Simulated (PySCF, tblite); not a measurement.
Isomers of C6H9N3O, one GFN2-xTB conformer each. Single-point energies are computed at PBE0/pcSseg-1 (PySCF, gas phase, no added dispersion term), electronic only.

```json
{"SMILES": "C=Cc1c(OC)nnn1C", "GFN2-xTB relative energy (kJ/mol)": "75.8"}
{"SMILES": "CC(=O)c1nn(C)nc1C", "GFN2-xTB relative energy (kJ/mol)": "0.0"}
```

Conformers: `[CH2:1]=[CH:2][c:3]1[c:4]([O:5][CH3:6])[n:7][n:8][n:9]1[CH3:10]` with C1–C2–C3–C4 0°, C3–C4–O5–C6 180°; `[CH3:1][C:2](=[O:3])[c:4]1[n:5][n:6]([CH3:7])[n:8][c:9]1[CH3:10]` with C1–C2–C4–N5 -1°.

Question: What does PBE0/pcSseg-1 give for the same structures?

Answer: 
```tsv
SMILES	PBE0/pcSseg-1 E (Eh)	PBE0/pcSseg-1 (kJ/mol)	GFN2-xTB (kJ/mol)	point group
CC(=O)c1nn(C)nc1C	-472.92640	0.0	0.0	–
C=Cc1c(OC)nnn1C	-472.87056	146.6	75.8	Cs
```

Both levels put the same isomer lowest. As drawn, the lower has a C=O bond, which the higher lacks; the higher has a C=C bond outside aromatic rings, which the lower lacks.

Question: Which frontier levels, dipoles and rotational constants go with these structures?

Answer: 
| SMILES | HOMO (eV, PBE0/pcSseg-1) | LUMO (eV) | dipole (D) | A, B, C (MHz) |
| --- | --- | --- | --- | --- |
| CC(=O)c1nn(C)nc1C | -7.37 | -1.31 | 3.48 | 2189, 1116, 749.3 |
| C=Cc1c(OC)nnn1C | -6.15 | -0.94 | 2.64 | 1912, 1278, 773.3 |

Question: What happens when harmonic zero-point energies from GFN2-xTB frequencies are added?

Answer: 
| SMILES | ZPE (kJ/mol) | electronic (kJ/mol) | with ZPE (kJ/mol) |
| --- | --- | --- | --- |
| CC(=O)c1nn(C)nc1C | 388.4 | 0.0 | 0.0 |
| C=Cc1c(OC)nnn1C | 388.8 | 146.6 | 147.0 |

The zero-point energies span 0.4 kJ/mol. The order is unchanged.
